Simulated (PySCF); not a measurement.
PySCF input for H4PSi, SMILES [SiH2]P, multiplicity 2, PBE/pcH-1. Geometry optimised at PBE0-D3(BJ)/def2-TZVP. The isomer is the one that the SMILES or the coordinates give; other isomers of the formula were not compared.

```python
import numpy as np
from pyscf import gto, scf, dft
from pyscf.prop.hfc import uks as hfc
from pyscf.prop.gtensor import uks as gtensor

mol = gto.M(
    atom='''
    Si   -1.12959407    0.11170119   -0.00000000
    P     1.09996254   -0.13636340    0.00000000
    H    -1.68453240   -0.55675749    1.21277462
    H    -1.68453240   -0.55675749   -1.21277461
    H     1.34197181    0.79757466    1.04121011
    H     1.34197180    0.79757466   -1.04121011
    ''',
    basis='pcH-1',
    charge=0,
    spin=1,
    max_memory=1600,
    verbose=3,
)
mf = dft.UKS(mol, xc='pbe')
mf.grids.level = 3
mf.conv_tol = 1e-10
mf.max_cycle = 100
mf.kernel()
fine, coarse = mf.grids, dft.Grids(mol).set(level=1).build(with_non0tab=True)
for _ in range(3):  # follow internal instabilities
    mf.grids = coarse
    mo, _, stable, _ = mf.stability(return_status=True, nroots=4)
    mf.grids = fine
    if stable:
        break
    mf.kernel(mf.make_rdm1(mo, mf.mo_occ))
A = hfc.HFC(mf).make_fcdip(mf.make_rdm1())  # Fermi contact and dipolar terms, MHz
print('atom   A(iso)/MHz   principal dipolar parts/MHz')
for i, a in enumerate(A):
    w = np.linalg.eigvalsh((a + a.T) / 2)
    print(f'{mol.atom_symbol(i):2s}{i + 1:3d} {w.mean():12.2f}', (w - w.mean()).round(2))
gt = gtensor.GTensor(mf)
gt.dia_soc2e, gt.para_soc2e, gt.so_eff_charge = None, None, True
gt.max_cycle_cphf = 60
g = gt.kernel()
```

Program output:

```

WARN: HOMO -0.176332532780847 >= LUMO -0.176332532780819

converged SCF energy = -632.865175763927  <S^2> = 0.75209482  2S+1 = 2.0020937
<class 'pyscf.dft.uks.UKS'> wavefunction is stable in the internal stability analysis
atom   A(iso)/MHz   principal dipolar parts/MHz
Si  1      -423.84 [-151.83   75.56   76.28]
P   2        45.91 [-57.28 -49.17 106.44]
H   3        32.84 [-8.38  0.98  7.4 ]
H   4        32.84 [-8.38  0.98  7.4 ]
H   5        24.36 [-3.57 -0.36  3.94]
H   6        24.36 [-3.57 -0.36  3.94]
SOC(1e)/OZ [ 0.00159332 -0.00046062  0.00599608]
free electron g 2.00231930436182
g-tensor total [2.00420688 2.001511   2.00828524]
g-shift (ppt) [ 1.88757438 -0.80830266  5.9659319 ]
```

The run converged.

Cost: around 30 core-seconds (rough).
